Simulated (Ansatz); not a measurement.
Relaxation of a periodic cell of 17 atoms, Si (host Si, host structure diamond, interstitial Si), to a largest force component of 0.03 eV/Å in at most 60 steps.

Theory: Ansatz, DFT PBE, scalar-relativistic, plane waves, PAW. Settings: PAW set soft_1, cutoff 420 eV, k mesh 2x2x2, gaussian smearing 0.02 eV, no spin polarisation.

```xyz
17
Lattice="0.0000 5.4300 5.4300 5.4300 0.0000 5.4300 5.4300 5.4300 0.0000" Properties=species:S:1:pos:R:3
Si 0.000 0.000 0.000
Si 1.357 1.357 1.357
Si 2.715 2.715 0.000
Si 4.072 4.072 1.357
Si 2.715 0.000 2.715
Si 4.072 1.357 4.072
Si 5.430 2.715 2.715
Si 6.787 4.072 4.072
Si 0.000 2.715 2.715
Si 1.357 4.072 4.072
Si 2.715 5.430 2.715
Si 4.072 6.787 4.072
Si 2.715 2.715 5.430
Si 4.072 4.072 6.787
Si 5.430 5.430 5.430
Si 6.787 6.787 6.787
Si 6.790 4.101 6.853
```

**Question.** Where does it end, and by what steps?

**Answer.** The run converged. The force dipped under the threshold on the way, but the program's further checks kept it going. Limits of this set-up: a small cell, in which the defect meets its images. After 3 steps the energy has fallen by 0.145 eV; Si17 moved furthest, 0.07 Å.

```
step  energy less start (eV)  largest force component (eV/Å)  accepted
   0                  0.0000                           0.778       yes
   1                 -0.1268                           0.282       yes
   2                 -0.1452                           0.017       yes
   3                 -0.1452                           0.017       yes
```

```xyz
17
Lattice="0.0000 5.4300 5.4300 5.4300 0.0000 5.4300 5.4300 5.4300 0.0000" Properties=species:S:1:pos:R:3
Si -0.006 0.008 0.001
Si 1.357 1.328 1.361
Si 2.737 2.694 -0.020
Si 4.104 4.074 1.361
Si 2.719 0.006 2.722
Si 4.073 1.358 4.075
Si 5.426 2.713 2.723
Si 6.788 4.074 4.042
Si -0.022 2.694 2.744
Si 1.358 4.074 4.113
Si 2.737 5.454 2.743
Si 4.072 6.789 4.076
Si 2.723 2.710 5.430
Si 4.042 4.073 6.790
Si 5.408 5.455 5.409
Si 6.788 6.822 6.790
Si 6.787 4.075 6.793
```

Time of the run: 15 s on 1 thread of Arm Neoverse V2 (shared host), peak memory 0.49 GiB.
